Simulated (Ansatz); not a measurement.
The first iterations of a band of ClF3H2OW (8 atoms, charge 0, multiplicity 1).

Theory: Ansatz 0.2.0, RKS PBE0/def2-SVP.

| Property | Result |
| --- | --- |
| movable images | 9 |
| climbing image | yes |
| spring | 5.0 eV/Å² |
| optimiser | quadratic models (default) |
| start path | through a guess of the saddle point |
| force threshold | 0.03 eV/Å |
| iteration limit | 60 |
| end points | relaxed |

Image 0:

```xyz
8
Properties=species:S:1:pos:R:3
W 0.146 -0.210 -0.016
H 0.077 0.372 1.570
F 1.950 -0.350 0.340
F 0.241 1.712 -0.006
F -1.694 -0.173 0.123
Cl 0.015 -2.451 0.373
O 0.271 0.215 -1.822
H 0.331 1.139 -2.120
```

Image 10:

```xyz
8
Properties=species:S:1:pos:R:3
W -0.639 -0.737 -0.117
H 1.241 1.656 0.327
F 1.819 1.860 -0.388
F -0.019 0.709 0.969
F -2.249 -0.427 0.736
Cl -1.012 -2.859 -0.709
O 0.817 -0.376 -1.142
H 1.379 0.427 -1.234
```

| iteration | highest image above the first end (eV) | largest band force component (eV/Å) |
| --- | --- | --- |
| 1 | 4.954 | 8.599 |
| 2 | 2.472 | 3.153 |
| 3 | 2.059 | 2.722 |
| 4 | 1.880 | 2.141 |
| 5 | 1.659 | 2.672 |
| 6 | 1.562 | 2.106 |
| 7 | 1.502 | 1.121 |
| 8 | 1.436 | 0.785 |

Question: Does the band converge within its limit, and where does its top end?

Answer: It converged. It ended after 25 iterations with the highest image 1.280 eV above the first end. The profile has 3 maxima (images 1, 3, 5) with wells between them (images 2, 4): this band takes more than one step, which may be the mechanism or a detour left from its start path. Neighbouring images differ by up to 1.2 eV, so the band resolves the path poorly. A vibrational analysis at the climbing image gives one clearly imaginary mode, 393i cm⁻¹: a first-order saddle point. The orbitals stay closed-shell, which can raise the energy where a bond breaks towards radicals; this wasn't checked here.

The run took 3.3 min on 4 threads of AMD EPYC 9R45 96-Core Processor (Zen 5) (shared host), peak memory 0.33 GiB.
